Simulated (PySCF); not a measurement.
A database entry of computed molecular properties. Lists by class give the value and the number of equivalent atoms.

```json
{
 "formula": "C5H11F3NO",
 "smiles": "C[N+](C)(C)COC(F)(F)F",
 "charge": 1,
 "multiplicity": 1,
 "geometry_level": "GFN2-xTB",
 "atoms_angstrom": [
  ["C", -0.954, -1.275, 0.681],
  ["N", -0.757, 0.005, -0.032],
  ["C", -1.725, 0.111, -1.14],
  ["C", -0.95, 1.131, 0.907],
  ["C", 0.614, 0.055, -0.592],
  ["O", 1.518, -0.048, 0.494],
  ["C", 2.829, -0.02, 0.172],
  ["F", 3.156, 1.113, -0.451],
  ["F", 3.153, -1.016, -0.653],
  ["F", 3.53, -0.125, 1.273],
  ["H", -0.824, -2.112, -0.004],
  ["H", -0.229, -1.364, 1.488],
  ["H", -1.958, -1.315, 1.098],
  ["H", -2.739, 0.075, -0.745],
  ["H", -1.595, 1.05, -1.675],
  ["H", -1.598, -0.712, -1.841],
  ["H", -1.954, 1.096, 1.324],
  ["H", -0.226, 1.065, 1.716],
  ["H", -0.816, 2.08, 0.39],
  ["H", 0.76, 1.008, -1.121],
  ["H", 0.758, -0.782, -1.289]
 ],
 "electronic_structure_code": "PySCF",
 "results": {
  "GFN2-xTB geometry": {
   "point_group": "Cs",
   "rotational_constants_GHz": [2.593, 0.706, 0.705]
  },
  "PBE0/pcSseg-1 ground state and GIAO shieldings, non-relativistic": {
   "homo_eV": -14.23,
   "lumo_eV": -3.71,
   "shift_vs_computed_TMS_C_by_class_ppm": [
    [128.8, 1],
    [89.5, 1],
    [51.3, 3]
   ],
   "shift_vs_computed_TMS_H_by_class_ppm": [
    [4.99, 2],
    [3.32, 9]
   ],
   "shielding_other_nuclei_by_class_ppm": [
    ["N", 191.6, 1],
    ["O", 212.5, 1],
    ["F", 247.4, 3]
   ],
   "charges_hirshfeld_e_by_atom": [-0.03, 0.11, -0.02, -0.03, 0.08, -0.11, 0.33, -0.08, -0.08, -0.06, 0.08, 0.08, 0.08, 0.09, 0.08, 0.08, 0.08, 0.08, 0.08, 0.07, 0.07]
  }
 }
}
```

The rotational constants make it an asymmetric top with κ = (2B − A − C)/(A − C) = -1.00, nearer the prolate limit (−1). With B = h/(8π²I), that is 505.379 GHz u Å² over I, the principal moments of inertia are 194.9, 715.4 and 717.1 u Å² (most abundant isotopes).

One conformer (not necessarily the lowest) at the GFN2-xTB geometry, without solvent or vibrations. NMR classes are plain means over equivalent atoms (diastereotopic ones count apart unless rotation or inversion swaps them), as if these changed places fast; in this geometry the members of some classes differ.

For the NMR shielding job (PBE0/pcSseg-1), on an Intel Xeon Platinum 8259CL at 2.50 GHz with one thread (shared host), this took 83 s (grids of density and orbitals included) and 1.0 GiB of memory at its peak.

Conformer computed: `[CH3:1][N+:2]([CH3:3])([CH3:4])[CH2:5][O:6][C:7]([F:8])([F:9])[F:10]`: C1–N2–C5–O6 -60°, N2–C5–O6–C7 180°, C5–O6–C7–F8 60°.
